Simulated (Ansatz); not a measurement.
Cost and result for the atomization energy of CH$_{6}$F$_{2}$Si$_{2}$ (`F[SiH2]C[SiH2]F`) (11 atoms, 10 bonds).

```json
{"atom": "F1", "x (Å)": "-0.5972", "y (Å)": "2.0934", "z (Å)": "-1.9421"}
{"atom": "Si2", "x (Å)": "-0.2274", "y (Å)": "0.6102", "z (Å)": "-1.4636"}
{"atom": "C3", "x (Å)": "-0.1083", "y (Å)": "0.5849", "z (Å)": "0.3882"}
{"atom": "Si4", "x (Å)": "0.3076", "y (Å)": "-1.0431", "z (Å)": "1.1763"}
{"atom": "F5", "x (Å)": "0.3661", "y (Å)": "-0.8531", "z (Å)": "2.7656"}
{"atom": "H6", "x (Å)": "1.0681", "y (Å)": "0.2505", "z (Å)": "-2.0896"}
{"atom": "H7", "x (Å)": "-1.3004", "y (Å)": "-0.2934", "z (Å)": "-1.9451"}
{"atom": "H8", "x (Å)": "-1.0677", "y (Å)": "0.9251", "z (Å)": "0.7957"}
{"atom": "H9", "x (Å)": "0.6532", "y (Å)": "1.3137", "z (Å)": "0.6904"}
{"atom": "H10", "x (Å)": "1.6384", "y (Å)": "-1.5280", "z (Å)": "0.7366"}
{"atom": "H11", "x (Å)": "-0.7323", "y (Å)": "-2.0603", "z (Å)": "0.8875"}
```

The species carries charge 0 and has multiplicity 1. All single points use the PBE0-D4/def2-TZVP geometry. It is one conformer, not always the lowest. Program: Ansatz. All runs use 4 threads of an AMD EPYC 9B14 on a shared host. Times are those of one run each, without the atoms' runs, and a repeat can differ threefold. Electronic energies, without spin–orbit coupling; frozen cores. CCSD(T)/CBS adds CCSD(T) − MP2 in def2-TZVPP to the MP2 limit, and its time is that of the two runs behind it. T1 = 0.011. B3LYP takes the VWN-RPA correlation (the form of Gaussian; ORCA's B3LYP/G). HSE06 is the plane-wave form, built on full-range PBE exchange.

CCSD(T)/CBS is a level of theory with its own doubt, some kJ/mol a heavy atom from the limit and from the frozen cores, so smaller differences don't rank the functionals.

```
                             level  functions  wall time
            LDA (SPW92)/def2-TZVPP        261        1 s
                BLYP-D4/def2-TZVPP        261      1.5 s
   PBE-D4/def2-TZVPP (with forces)        261      1.8 s
               BHLYP-D4/def2-TZVPP        261      2.3 s
               HSE06-D4/def2-TZVPP        261      2.3 s
r2SCAN-D4/def2-TZVPP (with forces)        261      3.1 s
 B3LYP-D4/def2-TZVPP (with forces)        261      3.4 s
             r2SCANh-D4/def2-TZVPP        261      3.6 s
                  CCSD(T)/def2-SVP        108      3.7 s
               PBE-QIDH/def2-TZVPP        261      3.8 s
                    MP2/def2-QZVPP        491       14 s
                CCSD(T)/def2-TZVPP        261      100 s
                 CCSD(T)/CBS(def2)          –      120 s
```

Q: What atomization energy does each give, and how far from CCSD(T)/CBS? (Best estimate.)

A: Ansatz gave: 
| level | atomization (kcal/mol) | difference from CCSD(T)/CBS | per bond |
| --- | --- | --- | --- |
| LDA (SPW92)/def2-TZVPP | 1068.9 | 108.0 | 10.8 |
| BLYP-D4/def2-TZVPP | 946.8 | -14.1 | -1.4 |
| PBE-D4/def2-TZVPP (with forces) | 955.6 | -5.3 | -0.5 |
| BHLYP-D4/def2-TZVPP | 934.9 | -26.0 | -2.6 |
| HSE06-D4/def2-TZVPP | 946.2 | -14.7 | -1.5 |
| r2SCAN-D4/def2-TZVPP (with forces) | 956.7 | -4.2 | -0.4 |
| B3LYP-D4/def2-TZVPP (with forces) | 952.5 | -8.4 | -0.8 |
| r2SCANh-D4/def2-TZVPP | 951.8 | -9.1 | -0.9 |
| CCSD(T)/def2-SVP | 891.9 | -69.0 | -6.9 |
| PBE-QIDH/def2-TZVPP | 947.4 | -13.5 | -1.3 |
| MP2/def2-QZVPP | 965.4 | 4.5 | 0.4 |
| CCSD(T)/def2-TZVPP | 935.5 | -25.4 | -2.5 |
| CCSD(T)/CBS(def2) | 960.9 | 0.0 | 0.0 |

In def2-TZVPP, CCSD(T) changes the Hartree–Fock value by +202.6 kcal/mol (the triples alone add +10.1 kcal/mol) and MP2 by +217.0 kcal/mol; breaking electron pairs costs correlation energy, which Hartree–Fock lacks. At CCSD(T), def2-SVP lies −69.0 kcal/mol from the extrapolated value and def2-TZVPP −25.4 kcal/mol: correlation converges slowly with the basis, and small sets miss more of it in the bonded molecule than in its fragments. Leaving LDA and LC-ωPBE aside and taking each functional with its dispersion term where it has one, the values, not all of them listed here, spread over 26.3 kcal/mol, from BHLYP-D4 to ωB97X-V. LDA lies +118.5 kcal/mol from PBE without D4, its usual overbinding.
